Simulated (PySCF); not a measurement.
**TDDFT excited states: C4N4Si**

Compound: Si(CN)4, C₄N₄Si.
SMILES: `N#C[Si](C#N)(C#N)C#N`

Computed, not measured: TDDFT wB97X-D/def2-SVPD, vertical, gas phase, core orbitals frozen in the response (PySCF). Geometry: PBE0-D3(BJ)/def2-SVP; no solvent, vibrations or thermal averaging.

Problem. What does the calculation give for the low-lying excited states?

Solution. 

```json
{"state": "S1", "E (eV)": "6.57", "E (kJ/mol)": "634", "λ (nm)": "188.8", "f": "0.0000", "main configurations (H = HOMO, L = LUMO)": "H-1→L/L+1/L+2 (≥25%), H→L/L+1/L+2 (≥15%), H-2→L/L+1/L+2 (≥14%)"}
{"state": "S2", "E (eV)": "6.70", "E (kJ/mol)": "647", "λ (nm)": "184.9", "f": "0.0000", "main configurations (H = HOMO, L = LUMO)": "H→L/L+1/L+2 (≥15%), H-3→L/L+1/L+2 (≥11%)"}
{"state": "S3", "E (eV)": "6.70", "E (kJ/mol)": "647", "λ (nm)": "184.9", "f": "0.0000", "main configurations (H = HOMO, L = LUMO)": "H-2→L/L+1/L+2 (≥10%), H-1→L/L+1/L+2 (≥9%)"}
{"state": "S4", "E (eV)": "6.71", "E (kJ/mol)": "647", "λ (nm)": "184.9", "f": "0.0000", "main configurations (H = HOMO, L = LUMO)": "H-2→L/L+1/L+2 (≥9%)"}
{"state": "S5", "E (eV)": "6.92", "E (kJ/mol)": "668", "λ (nm)": "179.1", "f": "0.0000", "main configurations (H = HOMO, L = LUMO)": "H-7→L/L+1/L+2 (≥10%), H→L/L+1/L+2 (≥9%), H-2→L+4 (9%)"}
{"state": "S6", "E (eV)": "6.92", "E (kJ/mol)": "668", "λ (nm)": "179.1", "f": "0.0000", "main configurations (H = HOMO, L = LUMO)": "H-1→L/L+1/L+2 (≥12%), H-7→L/L+1/L+2 (≥10%), H-2→L+3 (9%)"}
{"state": "S7", "E (eV)": "6.92", "E (kJ/mol)": "668", "λ (nm)": "179.1", "f": "0.0000", "main configurations (H = HOMO, L = LUMO)": "H-2→L/L+1/L+2 (≥17%), H-6→L/L+1/L+2 (≥10%)"}
{"state": "S8", "E (eV)": "6.93", "E (kJ/mol)": "668", "λ (nm)": "179.0", "f": "0.0000", "main configurations (H = HOMO, L = LUMO)": "H-2→L/L+1/L+2 (≥13%), H→L/L+1/L+2 (≥12%), H-4→L/L+1/L+2 (≥11%)"}
{"state": "S9", "E (eV)": "6.93", "E (kJ/mol)": "668", "λ (nm)": "179.0", "f": "0.0000", "main configurations (H = HOMO, L = LUMO)": "H-1→L/L+1/L+2 (≥19%), H-2→L/L+1/L+2 (≥10%), H-3→L/L+1/L+2 (≥10%)"}
```

Triplets (Tamm–Dancoff): T1 5.56 eV, H-1→L/L+1/L+2 (≥15%), H→L/L+1/L+2 (≥14%); T2 5.56 eV, no configuration over 8%; T3 5.57 eV, no configuration over 8%.

The lowest singlet comes at 189 nm (634 kJ/mol) in the vacuum ultraviolet; it is dark (f under 0.0005); its leading configuration is HOMO-1→LUMO/LUMO+1/LUMO+2 (≥25%). The largest oscillator strength of a single state is 0.0000. S2/S3/S4 and S5/S6/S7/S8/S9 lie within about 0.01 eV of each other in each set; the point group Td has degenerate representations, and within a degenerate level the listed configurations can mix freely. Löwdin shares by element: HOMO (one of a set within 0.03 eV) nitrogen 38% or more, carbon 32% or more (atoms not listed hold the other 29%); LUMO (one of a set within 0.03 eV) carbon 32% or more, silicon 23% (atoms not listed hold the other 45%). The listed states span 0.36 eV, and the widest gap between neighbours is 0.22 eV (S4 to S5). Of the 9 states listed, none reaches f = 0.01 and 9 stay under 0.0005. Orbitals of the list HOMO-3 to LUMO+2 that lie within 0.01 eV of each other are written together with a slash and their weights summed (≥ marks a lower bound); for degenerate orbitals outside that list single weights are arbitrary. Singlets were solved by full linear response, triplets in the Tamm–Dancoff approximation. The highest level found (7.14 eV, f 0.0039 so far) is left out, since the window may have cut off a degenerate partner.

The run took 93 s wall (with the writing of density and orbital grids) on one thread of an Intel Xeon at 2.50 GHz, shared host with 64 logical CPUs at a one-minute load of 58, and the process peaked at 0.88 GiB of memory.
